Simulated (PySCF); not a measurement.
# Radial density of Cl³⁺ (chlorine, charge +3)

UHF, [Ne] 3s2 3p2, high-spin 3P determinant. Computed with PySCF 2.14 in aug-cc-pVQZ-DK (7s6p4d3f2g, 84 functions), with the spin-free X2C one-electron Hamiltonian (Gaussian nucleus).

| r (bohr) | 4πr²ρ (e/bohr) | 4πr²(ρα − ρβ) |
| --- | --- | --- |
| 0.00140 | 0.09490 | 0.0000 |
| 0.00236 | 0.2472 | 0.0000 |
| 0.00397 | 0.6341 | 0.0001 |
| 0.00667 | 1.576 | 0.0001 |
| 0.0112 | 3.705 | 0.0004 |
| 0.0189 | 7.905 | 0.0011 |
| 0.0318 | 14.25 | 0.0043 |
| 0.0534 | 19.38 | 0.0193 |
| 0.0899 | 17.43 | 0.0807 |
| 0.151 | 13.09 | 0.2433 |
| 0.254 | 17.98 | 0.3727 |
| 0.428 | 15.96 | 0.0853 |
| 0.719 | 4.574 | 0.3064 |
| 1.21 | 3.447 | 1.5481 |
| 2.03 | 1.314 | 0.7220 |
| 3.42 | 0.04291 | 0.0297 |
| 5.76 | 2.764e-05 | 0.0000 |

Densities and radii are taken from the X2C orbitals without a picture-change correction, which distorts them close to the nucleus.
